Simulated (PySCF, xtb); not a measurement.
C₃H₇FSi, SMILES C1([SiH2]F)CC1.

GFN2-xTB (xtb) at its own geometry gives an orbital gap of 6.00 eV and a dipole moment of 1.98 D.

The structure is a stationary point at PBE-D3(BJ)/def2-SVP. The structure was generated by enumeration, and PubChem lists no compound with its InChIKey, so it may never have been made. One conformer was computed; it need not be the lowest.

### Question
What does PBE/def2-TZVP run with PySCF give? (An estimate is asked for; the answer gives what the named calculation found.)

### Answer
gap 6.63 eV (levels -7.19 and -0.57 eV), dipole 2.06 D.
